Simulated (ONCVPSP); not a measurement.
## rhodium (Rh): variants of one ONCV potential

Base potential:

```
Element                 : Rh
Generator               : ONCVPSP 4.0.1
Type                    : optimised norm-conserving Vanderbilt (ONCV)
Functional              : PBEsol
Relativity              : fully relativistic
Frozen core             : [Ar] 3d10
Valence charge          : 17
Reference configuration : 4s2 4p6 4d8 5s1
Partial waves           : 4s+5s: rc 1.65 bohr, ncon 4, nbas 8, qcut 8.4 1/bohr, 2 projectors; 4p: rc 1.60 bohr, ncon 3, nbas 8, qcut 6.7 1/bohr, 2 projectors, debl 0.9 Ha; 4d: rc 1.90 bohr, ncon 4, nbas 9, qcut 7.5 1/bohr, 1 projector
Local potential         : polynomial inside 1.10 bohr (lpopt 5, dvloc0 0 Ha)
Core correction         : polynomial model core, fcfact 0.6
```

Open shells are filled in proportion to 2j + 1.

In the p channel the program set the typed energies aside and used -1.806, 0.250 Ha (j = l + 1/2; the other j can differ).

Cutoffs, loose and tight: the cutoffs (Ha) at which the residual kinetic energy of the hardest occupied pseudo-wave falls to 1 and 0.1 mHa per electron. They do not see the model core or the augmentation charge, which bear on the density cutoff. Test errors are all-electron minus pseudo excitation energies from the reference, over the configurations 4s2 4p6 4d8 5s0; 4s2 4p6 4d7 5s0; 4s2 4p6 4d6 5s0; 4s2 4p5 4d8 5s1. A dash means not determined; rows that change the core or the reference have their own tests.

A true bound ghost makes a file unfit for plane-wave use even where its test errors are small: the radial tests pick states by their node count and pass the ghost by.

| change | outcome | cutoff, loose | cutoff, tight | bound ghosts | GHOST(+) flags above zero | largest test error (meV) |
| --- | --- | --- | --- | --- | --- | --- |
| base | generated, projector energies reset by the program | 23 Ha | 27 Ha | none | s | -91 |
| all radii but the core radius scaled by about 0.91 (s 1.50, p 1.46, d 1.74 bohr); local potential polynomial inside 1.00 bohr (lpopt 5, dvloc0 0 Ha) | generated, projector energies reset by the program | 26 Ha | 30 Ha | none | s | -67 |
| all radii but the core radius scaled by about 1.30 (s 2.14, p 2.08, d 2.46 bohr); local potential polynomial inside 1.42 bohr (lpopt 5, dvloc0 0 Ha) | generated, projector energies reset by the program | 18 Ha | 21 Ha | none | none | -153 |

**Question.** What comes out with this change to the base: all radii but the core radius scaled by about 1.10 (s 1.82, p 1.76, d 2.10 bohr); local potential polynomial inside 1.22 bohr (lpopt 5, dvloc0 0 Ha)?

**Answer.** outcome: generated, projector energies reset by the program; cutoff, loose: 20 Ha; cutoff, tight: 24 Ha; bound ghosts: none; GHOST(+) flags above zero: none; largest test error (meV): -119.

**Question.** What comes out with this change to the base: all radii but the core radius scaled by about 1.18 (s 1.94, p 1.88, d 2.24 bohr); local potential polynomial inside 1.30 bohr (lpopt 5, dvloc0 0 Ha)?

**Answer.** outcome: generated, projector energies reset by the program; cutoff, loose: 19 Ha; cutoff, tight: 22 Ha; bound ghosts: d3/2; GHOST(+) flags above zero: d5/2; largest test error (meV): -153.

**Question.** What comes out with this change to the base: all radii but the core radius scaled by about 0.80 (s 1.32, p 1.28, d 1.54 bohr); local potential polynomial inside 0.88 bohr (lpopt 5, dvloc0 0 Ha)?

**Answer.** outcome: generated, projector energies reset by the program; cutoff, loose: 29 Ha; cutoff, tight: 122 Ha; bound ghosts: none; GHOST(+) flags above zero: s; largest test error (meV): -37.

Reading the sweep of the scale of all radii but the core radius (base = 1) (base included, trends over the rows without a ghost): The loose cutoff falls from 29 Ha at 0.8 to 18 Ha at 1.3. A larger radius leaves more room for a smooth pseudo-wave, so fewer plane waves are needed; a smaller one forces it to follow the all-electron wave where it bends sharply. The median size of the test errors (rows with all tests solved) is not monotonic: lowest 3.9 meV at 0.91, highest 18.4 meV at 1.3. Bound ghosts are found at 1.18.
